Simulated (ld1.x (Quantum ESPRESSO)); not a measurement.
# chlorine (Cl), PAW: configuration errors across variants

* Element: Cl
* Generator: ld1.x (Quantum ESPRESSO) 7.5
* Type: PAW
* Functional: PBE
* Relativity: scalar-relativistic
* Frozen core: [Ne]
* Valence charge: 7
* Reference configuration: 3s2 3p3 (charge +2)
* Partial waves: 3s (bound): rcut 1.05, rcutus 1.30 bohr; 3s channel at -2.4 Ry: rcut 1.05, rcutus 1.30 bohr; 3p (bound): rcut 0.80, rcutus 1.10 bohr; 3p channel at -1.35 Ry: rcut 0.80, rcutus 1.10 bohr
* Local potential: all-electron potential smoothed inside 0.95 bohr (lloc = -1)
* Core correction: Bessel-smoothed model core inside 0.95 bohr
* Augmentation charge: PSQ, inside the norm-conserving radii

All-electron excitation energies from the reference (eV): (1) 3s2 3p5 -39.322; (2) 3s2 3p4 -25.447; (3) 3s2 3p2 38.307; (4) 3s1 3p5 -12.738; (5) 3s2 3p1 90.550; (6) 3s2 3p5.3 -41.460; (7) 3s2 3p4.5 -33.740.

1 further variants failed, have other tests or too few solved ones, and are left out.

A true bound ghost makes a file unfit for plane-wave use even where its test errors are small: the radial tests pick states by their node count and pass the ghost by.

Errors AE − PS in meV (a dash: test not solved or not reliable):

```csv
change,(1),(2),(3),(4),(5),(6),(7),bound ghosts
base,+0.5,+0.5,-8.3,+0.4,-41,+0.7,+0.4,none
"waves 3s (bound): rcut 1.05, rcutus 1.12 bohr; 3s channel at -2.4 Ry: rcut 1.05, rcutus 1.12 bohr",+0.2,+0.4,-8.7,+0.2,-43,+0.3,+0.1,s
"waves 3s (bound): rcut 1.05, rcutus 1.28 bohr; 3s channel at -2.4 Ry: rcut 1.05, rcutus 1.28 bohr",+0.4,+0.5,-8.4,+0.4,-42,+0.6,+0.3,none
"waves 3s (bound): rcut 1.05, rcutus 1.68 bohr; 3s channel at -2.4 Ry: rcut 1.05, rcutus 1.68 bohr",+2.2,+1.4,-5.0,+1.1,-17,+2.5,+1.8,none
"waves 3s (bound): rcut 1.05, rcutus 1.94 bohr; 3s channel at -2.4 Ry: rcut 1.05, rcutus 1.94 bohr",+4.9,+2.9,+0.3,+1.7,+21,+5.3,+4.0,none
```

**Question.** Give the same row for: waves 3s (bound): rcut 1.05, rcutus 1.54 bohr; 3s channel at -2.4 Ry: rcut 1.05, rcutus 1.54 bohr.

**Answer.** +1.4, +1.0, -6.6, +0.8, -29, +1.6, +1.2; bound ghosts: none.
